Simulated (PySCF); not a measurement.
A GIAO shielding run with PySCF 2.14 (density fitting, non-relativistic, gas phase) on `[SiH2](N)[SiH2][C@@H](F)[SiH3]`, CH10FNSi3:

```
$ OMP_NUM_THREADS=1 python probes_run.py task.json out

{"job": {"kind": "nmr", "xc": "PBE0", "basis": "pcSseg-1"}, "charge": 0, "multiplicity": 1}
N      3.334195    -0.300901    -0.294340
Si     2.085971     0.035579     0.850951
Si     0.121555    -0.168206    -0.342469
C     -1.346254     0.080948     0.875109
F     -1.057476     1.228800     1.638975
Si    -3.102940     0.294346     0.150019
H      3.265020    -1.119988    -0.875514
H      4.293022    -0.168890    -0.016573
H      2.423245     1.376370     1.335897
H      2.112983    -0.848244     2.039351
H     -0.076327     0.803040    -1.428112
H     -0.145006    -1.486167    -0.949699
H     -1.350658    -0.735475     1.607060
H     -3.435970    -0.957699    -0.528719
H     -4.037576     0.556933     1.244329
H     -3.091383     1.418497    -0.782710
```

Hardware: 1 thread of an Arm Neoverse V1, shared host. The job also computes population analyses, field gradients.

**Question.** How large is the calculation?

**Answer.** 74 electrons, 173 basis functions and 967 auxiliary functions.

**Question.** How long does it take, and how much memory does it need?

**Answer.** 21 s of wall time, with 13 SCF cycles and 5 response iterations; peak memory 0.79 GiB. Times on a shared host scatter by some tens of per cent.
